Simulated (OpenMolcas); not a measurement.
## Fe5+: Racah parameters, the spin-orbit constant, worked from levels

* Program: OpenMolcas 26.06
* Basis: ANO-RCC-VTZP [6s5p3d2f1g]
* Scalar Hamiltonian: DKH2, point nucleus
* Active space: 3 electrons in 10 orbitals (3d 4d)
* State averaging: 2S+1 = 4 even, 10 roots; 2S+1 = 2 even, 40 roots
* Spin-orbit coupling: state interaction with AMFI integrals over the reference wave functions, term energies averaged over their components

Methods: CASSCF; MS-CASPT2, IPEA 0.25 Eh, imaginary shift 0.1 Eh (closed shells correlated: 3s 3p). Measured levels: Corliss and Sugar, J. Phys. Chem. Ref. Data 11, 135 (1982).

**Racah parameters.** Above ⁴F, d3 has ⁴P at 15B, ²G at 4B + 3C and ²H at 9B + 3C. The first two fix B and C, and the third tests them; where it misses by thousands of cm-1, two parameters do not describe the configuration (Trees and configuration-interaction terms are left out) and B and C hang on the terms chosen. Term energies are centres of gravity, weighted by 2J + 1.

| Source | ⁴P | ²G | B | C | C/B | ²H from B, C | ²H found |
| --- | --- | --- | --- | --- | --- | --- | --- |
| CASSCF | 22209 | 22659 | 1481 | 5579 | 3.77 | 30066 | 30132 |
| MS-CASPT2 | 18903 | 20490 | 1260 | 5150 | 4.09 | 26790 | 28775 |
| measured | 18079 | 19841 | 1205 | 5007 | 4.16 | 25866 | 27822 |

Energies in cm-1. From CASSCF to MS-CASPT2, B changes by -14.9 % and C by -7.7 %. Against the measured terms, MS-CASPT2 has B off by +4.6 % and C by +2.9 %.

**The spin-orbit constant.** For the Hund term ⁴F of d3, E(J) = (A/2) J(J+1) + constant and ζ = 2S·A = 3A. From J = 3/2 to J = 9/2 the energy changes by 10.5 A.

| Source | E(9/2) - E(3/2) | A | ζ |
| --- | --- | --- | --- |
| CASSCF | 2172.0 | 206.9 | 621 |
| MS-CASPT2 | 2174.7 | 207.1 | 621 |
| measured | 2000.6 | 190.5 | 572 |

All in cm-1. MS-CASPT2 is off by +8.7 % and CASSCF by +8.6 %. Both methods take the spin-orbit matrix elements from the reference wave functions, so the second can move ζ only through the term energies and any multistate remixing. Second-order mixing with other terms is absorbed into this ζ.

CASPT2 breaks the degeneracy within a term, and the mean is taken; among the terms shown or strongly mixed into the levels shown the widest spread is 580 cm-1 (3d³ ⁴F, MS-CASPT2). Active for correlation alone: 4d; no level in the range computed is led by a configuration that fills it, so any true level of that kind is missing. Without dynamic correlation excited terms often stand tens of per cent too high (terms of higher spin than the ground term too low), and those without a measured partner can miss by more than the paired ones (holds for CASSCF). Computed and measured levels are paired by configuration, term and J; levels that our copy of the source lacks, or whose pairing is in doubt (as where it misses far off the trend of its configuration), stay unpaired and out of the deviations. Only configurations of the active space appear.
